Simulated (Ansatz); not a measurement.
Input file for Ansatz (a quantum-chemistry and plane-wave program): R-CCSD(T)/def2-TZVPPD on BrH5OSi (a complex), monomers drawn apart or pushed together. Files ending in .json are basis or fitting sets from the Basis Set Exchange. The run froze 20 orbitals, filled d shells among them.

Ansatz 0.2 input:
```yaml
crystal:
  periodic: [false, false, false]
  atoms:
    - {symbol: Br, position_ang: [-0.60941552, -1.15564798, -0.02079492]}
    - {symbol: H, position_ang: [-0.15485613, -0.42266917, 1.13543890]}
    - {symbol: O, position_ang: [0.46307133, 0.59185993, 2.95228876]}
    - {symbol: Si, position_ang: [-0.04184584, 0.22585738, 4.49699745]}
    - {symbol: H, position_ang: [1.14779209, 1.25392817, 2.82553998]}
    - {symbol: H, position_ang: [1.08687284, -0.28147295, 5.31049154]}
    - {symbol: H, position_ang: [-1.07148668, -0.81380377, 4.32512968]}
    - {symbol: H, position_ang: [-0.60884308, 1.42338885, 5.15850240]}
basis:
  gaussian:
    orbitals: def2-TZVPPD.json
magnetization: {spin_polarized: false}
correlation: {method: ccsd_t, electrons: outside_noble_gas}
scf: {lower_state_search: off}
```

It printed:

```
Functional definition: HF
[...]
these checks for a lower state are left out or cut short: stability, starts, cluster_reference, orbital_swaps, neighbouring_geometries, increment
integrals: 1.21 GiB planned
1320 factors; integrals over basis functions are off by at most 9.2e-4 eV
mean field: 0.79 GiB planned
mean field evaluation 1: about -79977.5113 eV, gradient 3.5e1 eV
mean field evaluation 2: about -79977.6135 eV, gradient 3.5e1 eV
mean field evaluation 4: about -79980.1195 eV, gradient 3.0e0 eV
mean field evaluation 8: about -79980.1615 eV, gradient 2.2e-1 eV
mean field -79980.16173089 eV, -2939.2167311095 hartree, gradient 1.9e-6 eV, S^2 0.000000; 0 other end points of the search recorded, 0 dependent functions left out
20 core orbitals not correlated
reference -79980.16173089 eV, -2939.2167311095 hartree; 11, 11 occupied and 199, 199 virtual orbitals, 1320 factors
second order -15.15673331 eV of doubles, -0.00000000 eV of singles
coupled cluster: 1.43 GiB planned
cycle   1  -15.83786994 eV  change   -6.8e-1 eV  update   8.2e-2
cycle   2  -16.23485449 eV  change   -4.0e-1 eV  update   2.5e-2
cycle   3  -16.31238116 eV  change   -7.8e-2 eV  update   1.1e-2
cycle   4  -16.30497288 eV  change    7.4e-3 eV  update   2.4e-3
cycle   5  -16.30474941 eV  change    2.2e-4 eV  update   9.1e-4
cycle   6  -16.30484265 eV  change   -9.3e-5 eV  update   2.5e-4
cycle   7  -16.30472572 eV  change    1.2e-4 eV  update   9.1e-5
cycle   8  -16.30472635 eV  change   -6.3e-7 eV  update   2.8e-5
cycle   9  -16.30473645 eV  change   -1.0e-5 eV  update   1.1e-5
perturbative correction -0.53569158 eV, -0.0196863023 hartree
Total energy: -79997.00215892 eV, -2939.8356054248 hartree
Checks for a lower state left out: stability, starts, cluster_reference, orbital_swaps, neighbouring_geometries, increment
```

Self-consistency was reached.

Cost: about 5 core-minutes (a rough figure).
